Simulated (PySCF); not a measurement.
SMILES [NH2][Mg][Br] (H2BrMgN) at its PBE0/def2-SVP optimised geometry (Å):

```
5

Mg     0.0656     0.0023     0.0000
Br     2.4212     0.0023     0.0000
N     -1.8146    -0.0010    -0.0028
H     -2.4212     0.4014     0.7056
H     -2.4152    -0.4014    -0.7176
```

Method: PBE0/def2-TZVP (PySCF 2.14.0).

Map of the log10 of the electron density (e/bohr³), floored at −4 on the plane z = 1.2 Å:

```
|0000000000000000000000000000000|
|0000000000000000000000000000000|
|0000000000000000000000000000000|
|0000000000000000000000000000000|
|0000000000000000000000000000000|
|0000000000000000000000000000000|
|0000000000000000000000000000000|
|0000000000000000000011111100000|
|0000000111111000011222332211000|
|0000012332222211222334444332100|
|0001234444433322334455555543210|
|0002356666544433345566776654320|
|0013467887655444455677888765421|
|0013578998766554556778998876432|
|0024579999876655566789999876532|
|0013578999877655567789999986542|
|0013467888877665566789999876532|
|0002456778777655556778998876432|
|0001345667766554455677888765421|
|0000234556665544445566776654320|
|0000123445554433334455555543210|
|0000012333333322222334444332100|
|0000000122222211111222332211000|
|0000000001111000000011111100000|
|0000000000000000000000000000000|
|0000000000000000000000000000000|
|0000000000000000000000000000000|
|0000000000000000000000000000000|
|0000000000000000000000000000000|
|0000000000000000000000000000000|
|0000000000000000000000000000000|
```
Scale: ten equal steps from -4.00 (start of '0') to -1.33 (end of '9'), in the order '0123456789'; x runs from -4.50 to 4.50, y from -4.50 (bottom) to 4.50 (top).
